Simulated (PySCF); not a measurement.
A side-by-side comparison of computed properties.

First species: C₃H₁₀O₂SSi₃.
Cartesian coordinates in Å at the GFN2-xTB level; atoms count from 1:
```
atom  x, y, z in Å
C1    -0.446    2.613    1.105
C2    -0.171    1.636    0.266
C3     0.557    1.643   -1.046
O4     0.545    0.243   -1.333
Si5   -0.305   -0.225    0.013
O6    -1.767   -0.817   -0.264
Si7   -2.832   -2.043   -0.071
S8     0.808   -1.613    1.179
Si9    2.804   -1.222    0.453
H10   -0.158    3.634    0.901
H11   -0.974    2.434    2.025
H12    0.034    2.182   -1.838
H13    1.590    1.992   -0.986
H14   -2.882   -2.353    1.354
H15   -4.059   -1.446   -0.585
H16   -2.354   -3.171   -0.865
H17    2.892   -1.588   -0.952
H18    3.606   -2.081    1.310
H19    3.101    0.191    0.665
```

Second species: C6H11N3.
Atom-mapped SMILES: `[CH3:1][CH:2]([CH3:3])[c:4]1[cH:5][n:6][n:7][n:8]1[CH3:9]` (hydrogens: H10, H11, H12 on C1; H13 on C2; H14, H15, H16 on C3; H17 on C5; H18, H19, H20 on C9)

Levels: PBE0/pcSseg-1 for dipole moment, HOMO energy, LUMO energy and HOMO–LUMO gap; GFN2-xTB for rotational constant A and rotational constant C. Geometries: GFN2-xTB. All species are isolated and taken at one optimised geometry, non-relativistic unless stated; the electronic structure was computed with PySCF and density fitting.

Dipoles, sizes and rotational constants follow the conformer. The torsions of the flexible species, by atom-mapped SMILES:
- `[CH2:1]=[C:2]1[CH2:3][O:4][Si@@:5]1([O:6][SiH3:7])[S:8][SiH3:9]`: O4–Si5–O6–Si7 125°, O4–Si5–S8–Si9 20°
- `[CH3:1][CH:2]([CH3:3])[c:4]1[cH:5][n:6][n:7][n:8]1[CH3:9]`: C1–C2–C4–C5 -73°

```tsv
property	column X	column Y
dipole moment	1.16 D	5.17 D
HOMO energy	-7.43 eV	-7.12 eV
LUMO energy	-0.62 eV	0.26 eV
HOMO–LUMO gap	6.81 eV	7.38 eV
rotational constant A	0.979 GHz	2.610 GHz
rotational constant C	0.495 GHz	1.080 GHz
```

Which column belongs to which species?

Column X is the first species and column Y the second. The first has 19 atoms and 102 electrons, the second 20 and 68.

How does each property change from the first species to the second?

dipole moment +4.01 D; HOMO energy +0.31 eV; LUMO energy +0.88 eV; HOMO–LUMO gap +0.57 eV; rotational constant A +1.631 GHz; rotational constant C +0.585 GHz.

On the first: A dipole of 1.16 D is allowed in C1, and pure rotational transitions are dipole-allowed. The dipole matches unit charges of opposite sign 0.24 Å apart (1 e·Å = 4.8032 D).

On the second: In atomic units the dipole is 2.03 e·bohr (1 au = 2.5417 D).
